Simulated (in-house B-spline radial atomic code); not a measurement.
Successive ionisation energies of promethium; each step leads to the configuration of the next row (after the last: [Ar] 3d10 4s2 4p1/2(2) 4p3/2(2)). Dirac energy differences include first-order Breit, QED and recoil terms. NIST's values go from ground level to ground level; the uncertainty of those that are theory runs from under 0.1 % in few-electron ions to several per cent in heavy many-electron ones. Computed with a radial B-spline atomic code at the basis-set limit: Dirac-Hartree-Fock, jj configuration that fills j = l - 1/2 first, finite nuclei.

A number in brackets counts the electrons of a j subshell.

```tsv
ion	configuration	ionisation energy (eV)	tabulated value (eV)	tabulated kind	computed minus tabulated (eV)	highest orbital	largest mean radius (bohr)
Pm15+	[Kr] 4d10	430.3	430	tabulated theory	0.3	4d5/2	0.64704
Pm16+	[Kr] 4d3/2(4) 4d5/2(5)	464.2	462	tabulated theory	2.2	4d5/2	0.63833
Pm17+	[Kr] 4d3/2(4) 4d5/2(4)	498.7	497	tabulated theory	1.7	4d5/2	0.63025
Pm18+	[Kr] 4d3/2(4) 4d5/2(3)	?	?	tabulated theory	?	?	?
Pm19+	[Kr] 4d3/2(4) 4d5/2(2)	569.8	569	tabulated theory	0.8	4d5/2	0.61489
Pm20+	[Kr] 4d3/2(4) 4d5/2(1)	606.4	609	tabulated theory	-2.6	4d5/2	0.60757
Pm21+	[Kr] 4d3/2(4)	?	?	tabulated theory	?	?	?
Pm22+	[Kr] 4d3/2(3)	689.1	689	tabulated theory	0.1	4d3/2	0.58708
Pm23+	[Kr] 4d3/2(2)	?	?	tabulated theory	?	?	?
Pm24+	[Kr] 4d3/2(1)	767.1	767	tabulated theory	0.1	4d3/2	0.57407
Pm25+	[Ar] 3d10 4s2 4p6	916.3	916	tabulated theory	0.3	4p3/2	0.56721
Pm26+	[Ar] 3d10 4s2 4p1/2(2) 4p3/2(3)	956.9	956	tabulated theory	0.9	4p3/2	0.56237
```

(1) Fill in the row of Pm18+.

(2) Fill in the row of Pm21+.

(3) Fill in the row of Pm23+.

## Answers

(1) ionisation energy (eV): 533.9; tabulated value (eV): 534; computed minus tabulated (eV): -0.1; highest orbital: 4d5/2; largest mean radius (bohr): 0.62244.

(2) ionisation energy (eV): 651.0; tabulated value (eV): 651; computed minus tabulated (eV): 0.0; highest orbital: 4d3/2; largest mean radius (bohr): 0.59425.

(3) ionisation energy (eV): 727.8; tabulated value (eV): 730; computed minus tabulated (eV): -2.2; highest orbital: 4d3/2; largest mean radius (bohr): 0.58049.
